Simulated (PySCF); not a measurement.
Species: C₇H₁₅ (doublet state).
Geometry (PBE0-D3(BJ)/def2-SVP, Å), atoms numbered from 1 in this order:
```xyz
22
C7H15 angstrom
C      1.516   -1.025    1.025
C      0.928   -0.014    0.098
C      1.764    0.509   -1.023
C     -0.582    0.145    0.038
C     -1.165   -0.963   -0.861
C     -1.205    0.027    1.434
C     -0.973    1.507   -0.549
H      1.271   -0.823    2.082
H      2.612   -1.057    0.941
H      1.147   -2.051    0.820
H      1.623    1.590   -1.190
H      1.528    0.019   -1.991
H      2.835    0.341   -0.835
H     -0.931   -1.963   -0.463
H     -2.262   -0.877   -0.928
H     -0.761   -0.901   -1.883
H     -0.790    0.783    2.119
H     -1.036   -0.964    1.879
H     -2.294    0.182    1.380
H     -0.633    1.620   -1.589
H     -0.544    2.332    0.042
H     -2.068    1.623   -0.546
```

The hyperfine couplings belong to this conformer and change with its torsions.

The species is `C[C](C)C(C)(C)C` [radical].

Method used: PySCF, UKS B3LYP, IGLO-III on C, pcH-1 on H, non-relativistic, mean-field spin-orbit, GIAO. Geometry: PBE0-D3(BJ)/def2-SVP; no solvent, vibrations or thermal averaging. No stability test was run, so a lower SCF solution isn't excluded.

Predict the first-order ENDOR lines of C2, C1/C3, C5/C6/C7, C4, H8 (×6) and H14 (×9) under fast tumbling at B = 3363.9 mT (W band).

For S = 1/2 in fast tumbling each set of equivalent nuclei gives two lines, ν± = |νn ± a/2| to first order, with νn = g_N μN B/h and μN/h = 7.62259 MHz/T.

```
  nuclei  isotope     g_N  νn (MHz)  a_iso (MHz)  lower line (MHz)  upper line (MHz)
      C2      13C  1.4048     36.02       113.38             20.67             92.71
   C1/C3      13C  1.4048     36.02       -29.53             21.26             50.79
C5/C6/C7      13C  1.4048     36.02        23.65             24.20             47.84
      C4      13C  1.4048     36.02       -23.18             24.43             47.61
 H8 (×6)       1H  5.5857    143.23        70.76            107.85            178.60
H14 (×9)       1H  5.5857    143.23         0.70            142.88            143.58
```

The rows for 13C, of low natural abundance, apply to labelled samples.

Which pairs are centred on the nuclear Larmor frequency, and which on half the coupling?

Centred on νn, since |a| < 2νn: C1/C3, C5/C6/C7, C4, H8 (×6) and H14 (×9). Centred on |a|/2 and split by 2νn: C2.

At what field would the lower line of C4 fall to zero frequency?

Where νn = |a|/2, that is B = 11.59 MHz/(1.4048 × 7.62259 MHz/T) = 1080 mT, as far as first order holds there.

Means are taken over nuclei equivalent by connectivity, which assumes that they swap fast. The six 1H nuclei of mean +70.8 MHz run from 4.8 to 131.4 MHz in the frozen geometry. The nine 1H nuclei of mean +0.7 MHz run from -2.5 to 16.6 MHz in the frozen geometry. The 13C value of +23.6 MHz is a mean of couplings from 13.1 to 44.4 MHz in this one geometry, not an average over conformers.
